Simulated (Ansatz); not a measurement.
The cluster LiAlO₂, relaxed as a singlet with RKS r2SCAN-D4/def2-TZVP in Ansatz, starting from the GFN1-xTB geometry. Force threshold 0.02 eV/Å.

The structure comes from a short search, and lower isomers may exist.

Start:

Cartesian coordinates in Å:
```
Li 0.467 -2.156 0.989
Al -0.159 0.737 -0.339
O 0.162 -0.728 0.338
O -0.470 2.147 -0.988
```

| step | energy (eV) | largest force component (eV/Å) | SCF passes |
| --- | --- | --- | --- |
| 1 | -10897.2118 | 1.136 | 16 |
| 2 | -10897.2366 | 0.560 | 20 |
| 3 | -10897.2462 | 0.033 | 20 |
| 4 | -10897.2463 | 0.003 | 14 |

Force components are those of the run's own axes.

End:

```xyz
4

Li    0.4762   -2.1959    1.0076
Al   -0.1609    0.7428   -0.3413
O     0.1609   -0.7252    0.3362
O    -0.4763    2.1783   -1.0024
```

By distances, no bond broke or formed. The bond that changes most is Li1–O3, from 1.60 to 1.65 Å (atoms count from 1).

No frequencies were taken in this run, so the end may be a saddle point.

Run time 9 s (2 threads of Arm Neoverse N1 on a shared host).
